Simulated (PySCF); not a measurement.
Se(iPr)(OH) (C3H8OSe), SMILES CC(C)[Se]O.

Coordinates come from a PBE0-D3(BJ)/def2-SVP optimisation. The values are those of a single conformer.

Two levels are set side by side: PBE/def2-TZVP (PySCF) and PBE0/def2-TZVP (PySCF). Same geometry, gas phase. Differences are taken from unrounded values.

| quantity | PBE |
|---|---|
| orbital gap (eV) | 3.25 |
| highest occupied level (eV) | -5.08 |
| lowest empty level (eV) | -1.83 |
| dipole moment (D) | 1.94 |
| mean polarisability (bohr³) | 69.6 |

Q: These are the PBE values. What does PBE0 give? (Estimate from the structure and the level; the computed values follow.)

A: 
| quantity | PBE0 | PBE minus PBE0 |
|---|---|---|
| orbital gap (eV) | 5.45 | -2.20 |
| highest occupied level (eV) | -6.28 | 1.21 |
| lowest empty level (eV) | -0.83 | -1.00 |
| dipole moment (D) | 2.05 | -0.11 |
| mean polarisability (bohr³) | 67.4 | 2.2 |

PBE's occupied levels lie high since its potential decays too fast outside the molecule; exact exchange lowers them and widens the gap. Loosely held outer electrons make PBE densities more polarisable. Differences between two approximate levels are no errors against the true value.

Rough cost on one machine, each run with all the roots and properties that it gave: PBE0 against PBE within a factor of 2.
